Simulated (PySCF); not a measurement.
Ga(NCO)(OH)2 (CH₂GaNO₃), SMILES C(=O)=[N][Ga]([OH])[OH].

Geometry optimised at r2SCAN-D4/def2-SVP. The values are those of a single conformer.

Method: PBE/def2-TZVP run with PySCF.

The molecule is in vacuum.

```
Property                                                                                                         Value
---------------------------------------------------------------------------------------------  -----------------------
total energy                                                                                       -2244.20127 hartree
point group                                                                                                         Cs
highest occupied level                                                                                        -7.27 eV
lowest empty level                                                                                            -2.00 eV
orbital gap                                                                                                    5.27 eV
dipole moment                                                                                                0.011 e·Å
quadrupole, principal values (traceless, Buckingham form, about the centre of nuclear charge)  -21.31, 7.20, 14.11 D·Å
mean static polarisability                                                                        53.5 bohr³ (7.93 Å³)
polarisability, principal values                                                                34.4, 47.6, 78.4 bohr³
```
